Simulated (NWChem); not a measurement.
System: bromine (Br2); SMILES BrBr

NWChem input:

```
start job
memory heap 200 mb stack 900 mb global 1100 mb
geometry units angstroms
  Br     0.000000     0.000000     1.149184
  Br     0.000000     0.000000    -1.149184
end
basis spherical
  * library def2-svp
end
dft
  xc slater vwn_5
  iterations 150
end
driver
  maxiter 120
end
task dft optimize
task dft freq
```

Excerpt of the output:

```
             Northwest Computational Chemistry Package (NWChem) 7.3.0
             --------------------------------------------------------

 ORDER OF PRIMARY AXIS IS BEING SET TO 4
 D4H symmetry detected

                             Geometry "geometry" -> ""
                             -------------------------

 Output coordinates in angstroms (scale by  1.889725989 to convert to a.u.)

  No.       Tag          Charge          X              Y              Z
 ---- ---------------- ---------- -------------- -------------- --------------
    1 Br                  35.0000     0.00000000     0.00000000     1.14918400
    2 Br                  35.0000     0.00000000     0.00000000    -1.14918400

 Effective nuclear repulsion energy (a.u.)     282.0445333492

      Symmetry information
      --------------------

 Group name             D4h
 Group number             28
 Group order              16
 No. of unique centers     1

                                Z-matrix (autoz)
                                --------

 Units are Angstrom for bonds and degrees for angles

      Type          Name      I     J     K     L     M      Value
      ----------- --------  ----- ----- ----- ----- ----- ----------
    1 Stretch                  1     2                       2.29837

                           NWChem Geometry Optimization
                           ----------------------------

 maximum gradient threshold         (gmax) =   0.000450
 rms gradient threshold             (grms) =   0.000300
 maximum cartesian step threshold   (xmax) =   0.001800
 rms cartesian step threshold       (xrms) =   0.001200
 fixed trust radius                (trust) =   0.300000
 source of zmatrix                         =   autoz

          -------------------
          Energy Minimization
          -------------------

 Using diagonal initial Hessian
 Scaling for Hessian diagonals: bonds = 1.00  angles = 0.25  torsions = 0.10

          --------
          Step   0

                                 NWChem DFT Module
                                 -----------------

 Summary of "ao basis" -> "ao basis" (spherical)
 ------------------------------------------------------------------------------
       Tag                 Description            Shells   Functions and Types
 ---------------- ------------------------------  ------  ---------------------
 Br                         def2-svp                12       32   5s4p3d

      Symmetry analysis of basis
      --------------------------

        a1g        12
        a1u         0
        a2g         0
        a2u        12
        b1g         3
        b1u         3
        b2g         3
        b2u         3
        eg         14
        eu         14

            General Information
            -------------------
          SCF calculation type: DFT
          Wavefunction type:  closed shell.
          No. of atoms     :     2
          No. of electrons :    70
           Alpha electrons :    35
            Beta electrons :    35
          Charge           :     0
          Spin multiplicity:     1
          Use of symmetry is: on ; symmetry adaption is: on
          Maximum number of iterations: 150
          AO basis - number of functions:    64
                     number of shells:    24
          Convergence on energy requested:  1.00D-06
          Convergence on density requested:  1.00D-05
          Convergence on gradient requested:  5.00D-04

              XC Information
              --------------
                        Slater Exchange Functional  1.000 local
                      VWN V Correlation Functional  1.000 local

             Grid Information
             ----------------
          Grid used for XC integration:  medium
          Radial quadrature: Mura-Knowles
          Angular quadrature: Lebedev.
          Tag              B.-S. Rad. Rad. Pts. Rad. Cut. Ang. Pts.
          ---              ---------- --------- --------- ---------
          Br                  1.15      112           8.0       590
          Grid pruning is: on
          Number of quadrature shells:   112
          Spatial weights used:  Erf1

      Superposition of Atomic Density Guess
      -------------------------------------

 Sum of atomic energies:       -5144.17161704

      Non-variational initial energy
      ------------------------------

 Total energy =   -5144.262338
 1-e energy   =   -7727.241200
 2-e energy   =    2300.934329
 HOMO         =      -0.322351
 LUMO         =      -0.120809

      Symmetry analysis of molecular orbitals - initial
      -------------------------------------------------

 !! scf_movecs_sym_adapt:   12 vectors were symmetry contaminated

  Symmetry fudging

 !! scf_movecs_sym_adapt:   12 vectors were symmetry contaminated

  Numbering of irreducible representations:

     1 a1g         2 a1u         3 a2g         4 a2u         5 b1g
     6 b1u         7 b2g         8 b2u         9 eg         10 eu

  Orbital symmetries:

     1 a2u         2 a1g         3 a2u         4 a1g         5 a1g
     6 a2u         7 eg          8 eg          9 eu         10 eu
    11 a1g        12 a2u        13 a1g        14 a2u        15 eu
    16 eu         17 eg         18 eg         19 a1g        20 eu
    21 eu         22 eg         23 eg         24 a2u        25 b2g
    26 b1g        27 b1u        28 b2u        29 a1g        30 a2u
    31 a1g        32 eu         33 eu         34 eg         35 eg
    36 a2u        37 a1g        38 a2u        39 eu         40 eu
    41 a1g        42 b1g        43 b2g        44 b2u        45 b1u

   convergence    iter        energy       DeltaE   RMS-Dens  Diis-err
 ---------------- ----- ----------------- --------- --------- ---------
 d= 0,ls=0.0,diis     1  -5140.5397700008 -5.42D+03  1.29D-02  6.50D-01
 d= 0,ls=0.0,diis     2  -5140.5573813414 -1.76D-02  6.70D-03  1.79D-01
 d= 0,ls=0.0,diis     3  -5140.5721136147 -1.47D-02  2.49D-03  3.37D-02
 d= 0,ls=0.0,diis     4  -5140.5769937326 -4.88D-03  3.75D-04  1.93D-03
 d= 0,ls=0.0,diis     5  -5140.5771606952 -1.67D-04  8.26D-05  2.34D-05
  Resetting Diis
 d= 0,ls=0.0,diis     6  -5140.5771626502 -1.96D-06  4.74D-06  6.94D-08
 d= 0,ls=0.0,diis     7  -5140.5771626578 -7.59D-09  1.02D-07  1.83D-11

         Total DFT energy =    -5140.577162657763
      One electron energy =    -7724.518751947417
           Coulomb energy =     2477.390059181609
    Exchange-Corr. energy =     -175.493003241109
 Nuclear repulsion energy =      282.044533349155

 Numeric. integr. density =       70.000000104171

                  Occupations of the irreducible representations
                  ----------------------------------------------

                     irrep           alpha         beta
                     --------     --------     --------
                     a1g               8.0          8.0
                     a1u               0.0          0.0
                     a2g               0.0          0.0
                     a2u               7.0          7.0
                     b1g               1.0          1.0
                     b1u               1.0          1.0
                     b2g               1.0          1.0
                     b2u               1.0          1.0
                     eg                8.0          8.0
                     eu                8.0          8.0

                       DFT Final Molecular Orbital Analysis
                       ------------------------------------

 Vector   33  Occ=2.000000D+00  E=-3.247206D-01  Symmetry=eu
              MO Center= -1.0D-16, -2.4D-16, -2.2D-15, r^2= 2.5D+00
   Bfn.  Coefficient  Atom+Function         Bfn.  Coefficient  Atom+Function
  ----- ------------  ---------------      ----- ------------  ---------------
    15      0.372431  1 Br px                47      0.372431  2 Br px
    12      0.350955  1 Br px                44      0.350955  2 Br px
     9     -0.234236  1 Br px                41     -0.234236  2 Br px
    16     -0.131039  1 Br py                48     -0.131039  2 Br py
    13     -0.123483  1 Br py                45     -0.123483  2 Br py

 Vector   34  Occ=2.000000D+00  E=-2.488008D-01  Symmetry=eg
              MO Center=  1.8D-15,  1.4D-15, -4.6D-14, r^2= 2.9D+00
   Bfn.  Coefficient  Atom+Function         Bfn.  Coefficient  Atom+Function
  ----- ------------  ---------------      ----- ------------  ---------------
    16      0.340479  1 Br py                48     -0.340479  2 Br py
    13      0.307577  1 Br py                15     -0.307365  1 Br px
    45     -0.307577  2 Br py                47      0.307365  2 Br px
    12     -0.277663  1 Br px                44      0.277663  2 Br px
    10     -0.200457  1 Br py                42      0.200457  2 Br py

 Vector   35  Occ=2.000000D+00  E=-2.488008D-01  Symmetry=eg
              MO Center= -2.2D-19, -2.0D-19, -2.7D-14, r^2= 2.9D+00
   Bfn.  Coefficient  Atom+Function         Bfn.  Coefficient  Atom+Function
  ----- ------------  ---------------      ----- ------------  ---------------
    15      0.340479  1 Br px                47     -0.340479  2 Br px
    12      0.307577  1 Br px                16      0.307365  1 Br py
    44     -0.307577  2 Br px                48     -0.307365  2 Br py
    13      0.277663  1 Br py                45     -0.277663  2 Br py
     9     -0.200457  1 Br px                41      0.200457  2 Br px

 Vector   36  Occ=0.000000D+00  E=-1.711108D-01  Symmetry=a2u
              MO Center= -1.8D-16, -1.1D-16, -2.5D-15, r^2= 3.2D+00
   Bfn.  Coefficient  Atom+Function         Bfn.  Coefficient  Atom+Function
  ----- ------------  ---------------      ----- ------------  ---------------
    17      0.611782  1 Br pz                49      0.611782  2 Br pz
    14      0.437063  1 Br pz                46      0.437063  2 Br pz
    11     -0.279010  1 Br pz                43     -0.279010  2 Br pz
     4     -0.238415  1 Br s                 36      0.238415  2 Br s
     3      0.136913  1 Br s                 35     -0.136913  2 Br s

[...]

      ----------------------
      Optimization converged
      ----------------------

  Step       Energy      Delta E   Gmax     Grms     Xrms     Xmax
  ---- ---------------- -------- -------- -------- -------- --------
@    2   -5140.57718109 -2.9D-09  0.00000  0.00000  0.00007  0.00012
                                     ok       ok       ok       ok

                                Z-matrix (autoz)
                                --------

 Units are Angstrom for bonds and degrees for angles

      Type          Name      I     J     K     L     M      Value     Gradient
      ----------- --------  ----- ----- ----- ----- ----- ---------- ----------
    1 Stretch                  1     2                       2.29020   -0.00000

                         Geometry "geometry" -> "geometry"
                         ---------------------------------

 Output coordinates in angstroms (scale by  1.889725989 to convert to a.u.)

  No.       Tag          Charge          X              Y              Z
 ---- ---------------- ---------- -------------- -------------- --------------
    1 Br                  35.0000     0.00000000     0.00000000     1.14509880
    2 Br                  35.0000     0.00000000     0.00000000    -1.14509880

 Effective nuclear repulsion energy (a.u.)     283.0507420841

      Symmetry information
      --------------------

 Group name             D4h
 Group number             28
 Group order              16
 No. of unique centers     1

                Final and change from initial internal coordinates
                --------------------------------------------------

                                Z-matrix (autoz)
                                --------

 Units are Angstrom for bonds and degrees for angles

      Type          Name      I     J     K     L     M      Value       Change
      ----------- --------  ----- ----- ----- ----- ----- ---------- ----------
    1 Stretch                  1     2                       2.29020   -0.00817

 ==============================================================================
                                internuclear distances
 ------------------------------------------------------------------------------
       center one      |      center two      | atomic units |  angstroms
 ------------------------------------------------------------------------------
    2 Br               |   1 Br               |     4.32785  |     2.29020
 ------------------------------------------------------------------------------
                         number of included internuclear distances:          1
 ==============================================================================

[second-derivative integrals and response iterations left out]

  Vibrational analysis via the FX method

  See chapter 2 in "Molecular Vibrations" by Wilson, Decius and Cross

  Vib: Default input used

 ---------------------------- Atom information ----------------------------
     atom    #        X              Y              Z            mass
 --------------------------------------------------------------------------
    Br       1  0.0000000D+00  0.0000000D+00  2.1639230D+00  7.9916500D+01
    Br       2  0.0000000D+00  0.0000000D+00 -2.1639230D+00  7.9916500D+01
 --------------------------------------------------------------------------

[unprojected Hessian and modes left out]

        Vibrational analysis via the FX method
  --- with translations and rotations projected out ---
  --- via the Eckart algorithm                      ---
 Dependent rotation vector no.                    3
  found in ECKART; assuming linear geometry
 Projected Nuclear Hessian trans-rot subspace norm:6.4629D-42
                         (should be close to zero!)

[projected Hessian left out]

 Rotational Constants
 --------------------
 A=   0.000000 cm-1  (  0.000000 K)
 B=   0.080435 cm-1  (  0.115726 K)
 C=   0.080435 cm-1  (  0.115726 K)

 Temperature                      =   298.15K
 frequency scaling parameter      =   1.0000

 Linear Molecule

 Zero-Point correction to Energy  =    0.459 kcal/mol  (  0.000732 au)
 Thermal correction to Energy     =    2.187 kcal/mol  (  0.003485 au)
 Thermal correction to Enthalpy   =    2.779 kcal/mol  (  0.004429 au)

 Total Entropy                    =   58.610 cal/mol-K
   - Translational                =   41.097 cal/mol-K (mol. weight = 159.8330)
   - Rotational                   =   16.210 cal/mol-K (symmetry #  =        2)
   - Vibrational                  =    1.302 cal/mol-K

 Cv (constant volume heat capacity) =    6.597 cal/mol-K
   - Translational                  =    2.979 cal/mol-K
   - Rotational                     =    1.986 cal/mol-K
   - Vibrational                    =    1.632 cal/mol-K

[normal modes left out]

 ----------------------------------------------------------------------------
 Normal Eigenvalue ||           Projected Infra Red Intensities
  Mode   [cm**-1]  || [atomic units] [(debye/angs)**2] [(KM/mol)] [arbitrary]
 ------ ---------- || -------------- ----------------- ---------- -----------
    1       -0.000 ||    0.000000           0.000         0.000      12.032
    2       -0.000 ||    0.000000           0.000         0.000       0.059
    3        0.000 ||    0.000000           0.000         0.000       1.282
    4        0.000 ||    0.000000           0.000         0.000      17.327
    5        0.000 ||    0.000000           0.000         0.000       6.576
    6      321.484 ||    0.000000           0.000         0.000      22.724
 ----------------------------------------------------------------------------
```

Level: LDA (Slater exchange, VWN5)/def2-SVP. This build's default masses of Se (78.918 u) and Br (79.917 u) are each other's, which moves their modes by up to 0.6 %.
